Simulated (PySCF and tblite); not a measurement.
The numbers below are computed, except where a source is named.
**Conformer ensemble of 3-hydroxy-1-fluorobenzene, C6H5FO, numbered as in [OH:1][c:2]1[cH:3][cH:4][cH:5][c:6]([F:7])[cH:8]1**

Search: ETKDG and KDG, MMFF94s, GFN2-xTB, 60 starts; geometries at GFN2-xTB. Energies: PBE0-D3(BJ)/pcSseg-1 (IEF-PCM, dichloromethane), with GFN2-xTB thermal terms (modes under about 100 cm⁻¹ blended into free rotors). Symmetry numbers and mirror images are counted. Conformers within 3 kcal/mol (GFN2-xTB free energy) were kept, 10 at most. GIAO shieldings: PBE0/pcSseg-1 (IEF-PCM, dichloromethane). Shifts are against TMS (¹H), TMS (¹³C), CFCl3 (¹⁹F) at the same level. (PySCF 2.14, tblite 0.8.)

Torsions listed: H1–O1–C2–C3.

```csv
conformer,shape,symmetry,E(GFN2) kcal/mol,E(DFT) kcal/mol,G(298.15 K) kcal/mol,weight %,dipole D
1,0°,Cs,0.20,0.00,0.00,53.8,3.62
2,180°,Cs,0.00,0.08,0.09,46.2,1.15
```

Weights (%) against temperature:

| T (K) | 1 | 2 | S(mix) cal/mol/K |
| --- | --- | --- | --- |
| 220 | 55.1 | 44.9 | 1.37 |
| 260 | 54.3 | 45.7 | 1.37 |
| 298.15 | 53.8 | 46.2 | 1.37 |
| 340 | 53.3 | 46.7 | 1.37 |
| 380 | 53.0 | 47.0 | 1.37 |

Averaged shifts at 298.15 K. ¹H: 7.72 (H4, 1H), 7.00 (H5, 1H), 6.98 (H3, 1H), 6.93 (H8, 1H) ppm. ¹³C: 174.4 (C6), 166.3 (C2), 137.8 (C4), 116.2 (C3), 112.9 (C5), 107.6 (C8) ppm. ¹⁹F: -118.0 (F7) ppm.

Coordinates of conformer 1 (Å):

```xyz
13

O     2.382   -0.748    0.043
C     1.087   -0.345    0.019
C     0.727    0.997   -0.047
C    -0.608    1.359   -0.069
C    -1.602    0.399   -0.026
C    -1.223   -0.931    0.039
F    -2.179   -1.881    0.082
C     0.099   -1.325    0.064
H     2.967    0.019    0.007
H     1.496    1.756   -0.081
H    -0.875    2.404   -0.120
H    -2.647    0.662   -0.043
H     0.370   -2.366    0.115
```

H on N, O and S are left out: they exchange, and hydrogen bonds move them by several ppm. Unscaled ¹⁹F shifts at such levels can be off by tens of ppm; differences between conformers or isomers are more reliable. Shifts are unscaled: against experiment ¹³C can be off by 15 ppm or more and ¹H by 0.8 ppm.

Search and properties took 32 s on 1 thread of Arm Neoverse V1, shared host (rough), launched as `OMP_NUM_THREADS=1 python ens_run.py task.json out`.


Conformer gaps in pcSseg-1 on xTB geometries can be 2 kcal/mol off for S=O, P=O and other polar bonds.